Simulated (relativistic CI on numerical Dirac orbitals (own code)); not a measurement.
Pt2+: 4d photoemission

Computed with this model: Dirac-Coulomb-Breit CI, separate exchange-only KLI orbitals for each configuration, QED by a radiative potential, valence Slater integrals scaled by 0.9, multiplet model of photoemission in the sudden approximation; configurations [Xe] 4f14 5d8 → [Kr] 4d9 4f14 5s2 5p6 5d8; 80 K; Lorentzian 2.45 eV and Gaussian 0.6 eV FWHM. Energies are those of the free ion, without screening or charge transfer. The energies are binding energies and can lie tens of eV above those of solids. S is read from ⟨S²⟩ = S(S + 1).

Field parameters in Wybourne normalisation: D3d B²₀ = −7Dσ, B⁴₀ = −14Dq − 21Dτ, B⁴₃ = −14√(10/7) Dq; D4h B²₀ = −7Ds, B⁴₀ = 21(Dq − Dt), B⁴₄ = 21√(5/14) Dq. The field is a parameter set, without covalency.

Computed curve for D4h, 10Dq = 26500, Ds = 180, Dt = -120 cm⁻¹, scaled to 100 at the maximum (points under 2 are left out and the grid is thinned):

| Energy (eV) | Intensity |
| --- | --- |
| 338.4 | 2.0 |
| 339.0 | 2.3 |
| 339.6 | 2.6 |
| 340.2 | 3.0 |
| 340.8 | 3.5 |
| 341.4 | 4.1 |
| 342.0 | 4.9 |
| 342.6 | 6.0 |
| 343.2 | 7.5 |
| 343.8 | 9.7 |
| 344.4 | 12.9 |
| 345.0 | 17.9 |
| 345.6 | 26.3 |
| 346.2 | 40.7 |
| 346.8 | 64.3 |
| 347.4 | 91.3 |
| 348.0 | 99.2 |
| 348.6 | 79.7 |
| 349.2 | 54.9 |
| 349.8 | 38.8 |
| 350.4 | 29.4 |
| 351.0 | 22.5 |
| 351.6 | 17.3 |
| 352.2 | 13.6 |
| 352.8 | 10.9 |
| 353.4 | 9.1 |
| 354.0 | 7.7 |
| 354.6 | 6.4 |
| 355.2 | 5.4 |
| 355.8 | 4.8 |
| 356.2 | 4.5 |
| 356.8 | 4.2 |
| 357.4 | 4.1 |
| 358.0 | 4.1 |
| 358.6 | 4.3 |
| 359.2 | 4.6 |
| 359.8 | 5.2 |
| 360.4 | 6.0 |
| 361.0 | 7.3 |
| 361.6 | 9.2 |
| 362.2 | 12.3 |
| 362.8 | 17.5 |
| 363.4 | 26.5 |
| 364.0 | 41.8 |
| 364.6 | 62.0 |
| 365.2 | 71.5 |
| 365.8 | 59.0 |
| 366.4 | 39.7 |
| 367.0 | 25.8 |
| 367.6 | 17.4 |
| 368.2 | 12.5 |
| 368.8 | 9.4 |
| 369.4 | 7.4 |
| 370.0 | 6.0 |
| 370.6 | 4.9 |
| 371.2 | 4.1 |
| 371.8 | 3.3 |
| 372.4 | 2.8 |
| 373.0 | 2.4 |
| 373.6 | 2.1 |

The ground state has S = 0.99, and the centroid lies at 354.97 eV.
